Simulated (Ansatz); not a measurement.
Steps of a relaxation of `F[C@H](Cl)[Si@@H]1CO1` with RKS PBE-D4/def2-SVP.

```sh
$ ansatz run in.yaml --threads 4 --pin off --events-out ev --progress --plain --max-ram 10444MiB
```

```yaml
crystal:
  periodic: [false, false, false]
  atoms:
    - {symbol: F, position_ang: [1.196200, -2.324000, -0.416000]}
    - {symbol: C, position_ang: [1.047300, -0.953100, -0.141100]}
    - {symbol: Cl, position_ang: [2.279700, -0.532900, 1.023700]}
    - {symbol: Si, position_ang: [-0.554400, -0.586600, 0.563400]}
    - {symbol: C, position_ang: [-0.892600, 1.624000, 0.049300]}
    - {symbol: O, position_ang: [-0.942700, 0.847300, 1.212500]}
    - {symbol: H, position_ang: [1.270600, -0.392800, -1.057900]}
    - {symbol: H, position_ang: [-1.714200, -1.114200, -0.255900]}
    - {symbol: H, position_ang: [-1.685700, 1.547100, -0.624000]}
    - {symbol: H, position_ang: [0.078800, 1.834000, -0.351000]}
basis:
  gaussian: {orbitals: def2-SVP}
hamiltonian: {xc: pbe, dispersion: d4}
relax: {f_tol: 0.03, max_steps: 200}
```

Positions (Å) and forces (eV/Å) along the path, 13 of 15 steps:

```xyz
10
step=1 energy=-27271.8750 eV
F     1.196   -2.324   -0.416   -0.631    0.540   -0.091
C     1.047   -0.953   -0.141    2.328   -1.215   -1.440
Cl    2.280   -0.533    1.024    0.978    0.650    0.879
Si   -0.554   -0.587    0.563   -2.930   -1.769   -0.905
C    -0.893    1.624    0.049    1.286   -2.371    1.229
O    -0.943    0.847    1.212   -0.534    3.486    2.353
H     1.271   -0.393   -1.058    0.250   -0.039   -0.464
H    -1.714   -1.114   -0.256    0.234    0.015   -0.055
H    -1.686    1.547   -0.624   -2.186    0.055   -1.336
H     0.079    1.834   -0.351    1.205    0.648   -0.170
10
step=2 energy=-27272.6731 eV
F     1.146   -2.342   -0.384   -0.149    0.377    0.089
C     1.086   -0.965   -0.140    0.976   -0.636   -0.890
Cl    2.320   -0.497    1.042    0.489    0.248    0.367
Si   -0.593   -0.593    0.553   -1.337   -0.741   -1.210
C    -0.884    1.526    0.029    0.759   -2.166    0.030
O    -0.900    0.874    1.269   -0.509    2.581    1.009
H     1.344   -0.460   -1.092    0.067   -0.037   -0.018
H    -1.720   -1.066   -0.335    0.118    0.023    0.129
H    -1.800    1.554   -0.584   -0.175    0.268    0.224
H     0.083    1.919   -0.354   -0.239    0.082    0.271
10
step=3 energy=-27273.1512 eV
F     1.132   -2.340   -0.362    0.186    0.206    0.059
C     1.117   -0.966   -0.148    0.008   -0.514   -0.004
Cl    2.356   -0.466    1.051    0.075    0.012   -0.033
Si   -0.645   -0.588    0.525    0.009    1.023   -1.163
C    -0.839    1.349   -0.037   -0.347   -0.141   -0.352
O    -0.907    0.927    1.307   -0.154    0.452    0.102
H     1.389   -0.485   -1.114   -0.090    0.021    0.175
H    -1.753   -1.058   -0.361   -0.126   -0.246    0.247
H    -1.860    1.619   -0.528    1.444   -0.168    0.665
H     0.093    1.956   -0.329   -1.007   -0.646    0.306
10
step=4 energy=-27273.4435 eV
F     1.190   -2.364   -0.334    0.160    0.285    0.109
C     1.148   -0.989   -0.160   -0.368   -0.573    0.336
Cl    2.379   -0.426    1.029   -0.137   -0.053   -0.095
Si   -0.673   -0.536    0.421    0.136    1.466   -1.197
C    -0.841    1.326   -0.040   -0.381    0.467   -0.812
O    -0.964    0.937    1.312    0.114   -0.639    0.578
H     1.428   -0.527   -1.132   -0.160    0.071    0.091
H    -1.846   -1.132   -0.315    0.210   -0.282    0.440
H    -1.822    1.714   -0.502    1.076   -0.340    0.390
H     0.083    1.946   -0.276   -0.649   -0.403    0.160
10
step=5 energy=-27273.7774 eV
F     1.225   -2.390   -0.306    0.061    0.265    0.172
C     1.158   -1.020   -0.159   -0.373   -0.325    0.191
Cl    2.374   -0.406    1.026   -0.262   -0.110   -0.103
Si   -0.670   -0.440    0.252   -0.372    0.118   -0.245
C    -0.843    1.331   -0.039   -0.380    1.676   -1.060
O    -0.973    0.921    1.329    0.236   -1.320    0.244
H     1.439   -0.559   -1.130   -0.020    0.004   -0.002
H    -1.894   -1.229   -0.253    0.760    0.006    0.534
H    -1.791    1.776   -0.475    0.606   -0.222    0.215
H     0.059    1.965   -0.241   -0.256   -0.091    0.054
10
step=6 energy=-27273.9658 eV
F     1.230   -2.422   -0.254   -0.088    0.256    0.107
C     1.154   -1.048   -0.188   -0.225   -0.075   -0.023
Cl    2.308   -0.389    1.035   -0.225   -0.053   -0.076
Si   -0.666   -0.393    0.088   -0.785   -0.408    0.624
C    -0.852    1.401   -0.054   -0.464    1.086   -0.261
O    -0.973    0.849    1.298    0.364   -0.971   -0.645
H     1.493   -0.629   -1.162    0.070   -0.083    0.009
H    -1.866   -1.385   -0.139    1.038    0.604    0.138
H    -1.782    1.908   -0.429    0.300   -0.271    0.122
H     0.037    2.057   -0.193    0.015   -0.086    0.006
10
step=7 energy=-27274.0650 eV
F     1.189   -2.432   -0.229   -0.185    0.285    0.116
C     1.134   -1.052   -0.229    0.217   -0.215    0.137
Cl    2.229   -0.367    1.046   -0.110   -0.047   -0.026
Si   -0.664   -0.374    0.067   -0.286   -0.114    0.159
C    -0.878    1.434   -0.038    0.026    0.431   -0.308
O    -0.914    0.835    1.292    0.093   -0.715   -0.256
H     1.599   -0.707   -1.181   -0.271    0.061   -0.007
H    -1.800   -1.378   -0.142    0.532    0.333    0.104
H    -1.823    1.910   -0.380    0.030   -0.034    0.118
H     0.012    2.079   -0.203   -0.047    0.015   -0.038
10
step=8 energy=-27274.1154 eV
F     1.115   -2.435   -0.145   -0.020    0.277    0.053
C     1.127   -1.053   -0.227    0.588   -0.277   -0.026
Cl    2.203   -0.337    1.055   -0.143   -0.140   -0.256
Si   -0.630   -0.363   -0.008   -0.450    0.447    0.316
C    -0.890    1.456   -0.040   -0.042    0.160   -0.091
O    -0.848    0.777    1.260   -0.028   -0.261   -0.180
H     1.600   -0.777   -1.201   -0.073   -0.012    0.163
H    -1.705   -1.385   -0.189    0.044   -0.005   -0.028
H    -1.868    1.938   -0.286    0.203   -0.164    0.045
H    -0.021    2.128   -0.216   -0.078   -0.025    0.003
10
step=9 energy=-27274.1324 eV
F     1.108   -2.437   -0.108    0.006    0.167    0.016
C     1.144   -1.062   -0.229    0.026   -0.057    0.097
Cl    2.234   -0.334    1.023   -0.109   -0.074   -0.166
Si   -0.637   -0.348   -0.014    0.116    0.135    0.153
C    -0.898    1.468   -0.032    0.020    0.052   -0.063
O    -0.876    0.768    1.261   -0.001   -0.104   -0.079
H     1.607   -0.813   -1.210   -0.028   -0.010    0.052
H    -1.694   -1.378   -0.212   -0.042   -0.046   -0.052
H    -1.871    1.938   -0.287    0.038   -0.057    0.022
H    -0.033    2.147   -0.188   -0.025   -0.006    0.021
10
step=12 energy=-27274.1597 eV
F     1.135   -2.398    0.201    0.028    0.164   -0.040
C     1.128   -1.081   -0.217    0.061   -0.081   -0.188
Cl    2.276   -0.088    0.750    0.020   -0.024    0.006
Si   -0.635   -0.347   -0.058   -0.068   -0.004   -0.078
C    -0.866    1.469    0.035    0.059   -0.055    0.102
O    -0.975    0.656    1.273    0.022    0.058   -0.059
H     1.509   -1.043   -1.271   -0.078   -0.061    0.242
H    -1.686   -1.328   -0.479    0.042    0.048    0.019
H    -1.815    1.957   -0.261   -0.007    0.015   -0.006
H     0.012    2.151    0.030   -0.078   -0.059    0.003
10
step=13 energy=-27274.1644 eV
F     1.144   -2.363    0.300   -0.057    0.062   -0.048
C     1.126   -1.084   -0.217    0.060   -0.066    0.110
Cl    2.295   -0.039    0.672   -0.036    0.015   -0.039
Si   -0.634   -0.337   -0.097   -0.007   -0.072    0.011
C    -0.870    1.467    0.065    0.000    0.056   -0.028
O    -0.976    0.619    1.270   -0.028    0.021   -0.012
H     1.491   -1.129   -1.264    0.058   -0.022   -0.070
H    -1.684   -1.289   -0.569    0.001   -0.021    0.018
H    -1.817    1.962   -0.227    0.002   -0.001    0.020
H     0.007    2.143    0.069    0.009    0.029    0.038
10
step=14 energy=-27274.1667 eV
F     1.133   -2.353    0.323   -0.020    0.003    0.003
C     1.128   -1.088   -0.222    0.025    0.007    0.028
Cl    2.295   -0.021    0.645   -0.022   -0.015   -0.029
Si   -0.632   -0.335   -0.111    0.011   -0.017    0.036
C    -0.868    1.472    0.069   -0.023    0.032    0.019
O    -0.987    0.610    1.262   -0.003   -0.023   -0.016
H     1.499   -1.162   -1.267    0.024    0.004   -0.015
H    -1.676   -1.298   -0.576   -0.007    0.004   -0.007
H    -1.814    1.971   -0.221    0.003   -0.002   -0.004
H     0.005    2.152    0.101    0.011    0.006   -0.014
10
step=15 energy=-27274.1671 eV
F     1.128   -2.346    0.344   -0.001   -0.003    0.007
C     1.130   -1.090   -0.222   -0.010    0.003   -0.015
Cl    2.299   -0.013    0.623    0.012    0.005    0.009
Si   -0.630   -0.332   -0.116    0.010    0.006   -0.004
C    -0.871    1.473    0.076   -0.002   -0.001   -0.008
O    -0.990    0.602    1.262    0.005   -0.007   -0.003
H     1.504   -1.183   -1.267   -0.010    0.002    0.007
H    -1.673   -1.290   -0.593   -0.004   -0.001    0.000
H    -1.817    1.972   -0.215    0.000   -0.003    0.003
H     0.002    2.155    0.111    0.000   -0.002    0.003
```

Hardware: 4 threads of an Intel Xeon Platinum 8259CL on a shared host. Wall time 29 s, peak host memory 0.21 GiB.
